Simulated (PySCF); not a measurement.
**Te (tellurium, neutral) across methods**

[Kr] 4d10 5s1 5p4 5d1, one real determinant (an excited configuration). Calculation: PySCF 2.14, in x2c-TZVPPall with one added diffuse shell each of s, p, d, f type (9s7p5d3f, 76 functions); the spin-free X2C one-electron Hamiltonian (Gaussian nucleus).

```json
{"method": "r2SCAN", "E (hartree)": "-6793.13", "mean ε 5p α (eV)": "-10.247", "mean ε 5p β (eV)": "-7.882", "mean ε 5d α (eV)": "-0.677", "Σ⟨r²⟩ (bohr²)": "81.71", "⟨S²⟩": "6.009"}
{"method": "PBE0", "E (hartree)": "-6792.76", "mean ε 5p α (eV)": "-11.033", "mean ε 5p β (eV)": "-8.541", "mean ε 5d α (eV)": "-1.109", "Σ⟨r²⟩ (bohr²)": "81.57", "⟨S²⟩": "6.005"}
{"method": "HSE06", "E (hartree)": "-6792.68", "mean ε 5p α (eV)": "-10.605", "mean ε 5p β (eV)": "-8.216", "mean ε 5d α (eV)": "-0.792", "Σ⟨r²⟩ (bohr²)": "81.85", "⟨S²⟩": "6.004"}
{"method": "UHF", "E (hartree)": "-6790.30267", "mean ε 5p α (eV)": "-14.328", "mean ε 5p β (eV)": "-9.496", "mean ε 5d α (eV)": "-2.127", "Σ⟨r²⟩ (bohr²)": "82.52", "⟨S²⟩": "6.017"}
{"method": "TPSSh", "E (hartree)": "-6792.83", "mean ε 5p α (eV)": "-10.357", "mean ε 5p β (eV)": "-8.086", "mean ε 5d α (eV)": "-0.824", "Σ⟨r²⟩ (bohr²)": "81.78", "⟨S²⟩": "6.005"}
{"method": "wB97M-V", "E (hartree)": "-6792.64", "mean ε 5p α (eV)": "-13.117", "mean ε 5p β (eV)": "-10.446", "mean ε 5d α (eV)": "-2.109", "Σ⟨r²⟩ (bohr²)": "81.21", "⟨S²⟩": "6.004"}
{"method": "LDA", "E (hartree)": "-6786.74", "mean ε 5p α (eV)": "-9.846", "mean ε 5p β (eV)": "-8.001", "mean ε 5d α (eV)": "-0.662", "Σ⟨r²⟩ (bohr²)": "81.79", "⟨S²⟩": "6.003"}
{"method": "PBE", "E (hartree)": "-6792.67", "mean ε 5p α (eV)": "-9.734", "mean ε 5p β (eV)": "-7.817", "mean ε 5d α (eV)": "-0.690", "Σ⟨r²⟩ (bohr²)": "81.88", "⟨S²⟩": "6.004"}
{"method": "LC-wPBE", "E (hartree)": "-6792.62", "mean ε 5p α (eV)": "-13.724", "mean ε 5p β (eV)": "-10.837", "mean ε 5d α (eV)": "-2.410", "Σ⟨r²⟩ (bohr²)": "80.25", "⟨S²⟩": "6.005"}
```

⟨L²⟩ = 8.03 against 12 for a pure F term, so this real determinant mixes terms. The outer electron is Rydberg-like, and this basis confines it to a smaller radius and binds it less than a complete one would.
